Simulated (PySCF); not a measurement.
Mg(H)(NH2) (H3MgN), SMILES [NH2][MgH]. Geometry optimised at B3LYP-D3(BJ)/def2-TZVP.

The numbers are results of B3LYP-D3(BJ)/def2-TZVP (PySCF), not measurements.

Harmonic wavenumbers (cm⁻¹): 298, 308, 359, 532, 686, 1562, 1646, 3537, 3610. Rotational constants (GHz): 379.9, 11.47, 11.13; symmetry number 2.

Task: Work out the zero-point energy and the ideal-gas rigid-rotor harmonic-oscillator thermochemistry at 298.15 K and 1 atm.

Result: ZPE = ½ Σ hcν = ½ × 12539 cm⁻¹ = 75.00 kJ/mol. H − E(el) = 88.88 kJ/mol. Entropy in J/(mol K): translation 155.16, rotation 75.55, vibration 20.28, total 250.99. G − E(el) = 14.05 kJ/mol. Cp = 62.68 J/(mol K).
